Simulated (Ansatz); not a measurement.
Stepwise reaction of `[OH][Ge][OH]` with ammonia, as a gas-phase model of exchange steps in deposition or etching. ΔE in kJ/mol; ΔG adds harmonic PBE0-D4 terms to CCSD(T)/CBS, at 1 bar.

Calculated with Ansatz (gas phase, PBE0-D4/def2-TZVP geometries, no zero-point term in ΔE). CCSD(T)/CBS adds triple-zeta CCSD(T) − MP2 to the extrapolated MP2 energy (def2 sets, frozen cores). This one scheme is used for every species. DFT in def2-TZVPP. B3LYP here is the variant with VWN-RPA as its local correlation; programs differ in this. For Ge outer-core shells are correlated without core-valence functions, which leaves a few kJ/mol of doubt a bond. Scalar relativity is left out up to krypton. Each species was taken in one conformer, which may not be the lowest.

```
step                                        reaction  PBE-D4  B3LYP-D4  ωB97M-V  CCSD(T)/CBS  ΔG(500 K)
   2  `[NH2][Ge][OH]` + NH₃ → `[NH2][Ge][NH2]` + H₂O    26.7      27.5     26.9         21.6       20.7
```

**Question.** Give the row of step 1, `[OH][Ge][OH]` + NH₃ → `[NH2][Ge][OH]` + H₂O. (Estimate.)

**Answer.** Computed: 
```tsv
step	reaction	PBE-D4	B3LYP-D4	ωB97M-V	CCSD(T)/CBS	ΔG(500 K)
1	`[OH][Ge][OH]` + NH₃ → `[NH2][Ge][OH]` + H₂O	27.5	28.6	28.3	22.9	18.3
```

**Question.** By hand: ΔE of the 2 steps together at CCSD(T)/CBS.

**Answer.** (22.9) + (21.6) = 44.5 kJ/mol, or 22.2 kJ/mol a step.

In ΔE the steps differ by no more than 1.3 kJ/mol. All are uphill at CCSD(T)/CBS. ΔG lies between 18.3 and 20.7 kJ/mol a step. PBE-D4 differs from CCSD(T)/CBS by 4.6 to 5.1 kJ/mol a step. Isolated molecules leave out the surface, adducts and barriers. Largest T1 diagnostic: 0.015.
